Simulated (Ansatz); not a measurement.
Ideal-gas functions of `[CH3][GeH2][I]` at 298.15 K and 1 bar, from an Ansatz frequency run at PBE0-D4/def2-TZVP.

Molar mass 216.56 g/mol, point group Cs (symmetry number 1), electronic degeneracy 1, moments of inertia 48.551, 387.59, 426.547 u Å². Harmonic wavenumbers (cm⁻¹, unscaled): 138, 139, 247, 434, 596, 614, 685, 839, 867, 873, 1265, 1447, 1454, 2157, 2164, 3064, 3156, 3171.

Use S(trans) = R[1.5 ln M + 2.5 ln T − 1.1517]; rotational temperatures θ = 24.2544 K / I; S(rot) = R[ln(√π/σ · √(T³/θAθBθC)) + 1.5]; for each mode x = 1.438777 ν̃/T, S = R[x/(eˣ − 1) − ln(1 − e⁻ˣ)] and H = RT x/(eˣ − 1); 1 cm⁻¹ = 0.0119627 kJ/mol; R = 8.31446 J/(mol·K).

Q: By hand: the entropy, in J/(mol·K).

A: Translation 175.9. Rotation: θ = 0.4996, 0.0626, 0.0569 K, giving 114.6. Vibration, mode by mode: 11.85, 11.79, 7.33, 3.54, 1.91, 1.78, 1.36, 0.74, 0.67, 0.65, 0.13, 0.06, 0.06, 0.00, 0.00, 0.00, 0.00, 0.00, in all 41.9. Electronic 0.0. Sum 332.4 J/(mol·K).

Q: By hand: H − E and G − E in kJ/mol, counted from the electronic energy.

A: Zero-point energy ½ × 23310 × 0.0119627 = 139.4; thermal vibration 7.2; translation, rotation and pV give 4 RT = 9.9. H − E = 156.5 kJ/mol, and G − E = 156.5 − 298.15 × 332.4/1000 = 57.4 kJ/mol.

Vibration gives 13 % of the entropy, 23.6 J/(mol·K) of it from the modes under 150 cm⁻¹: soft modes count most, and the harmonic formula is weakest for them.
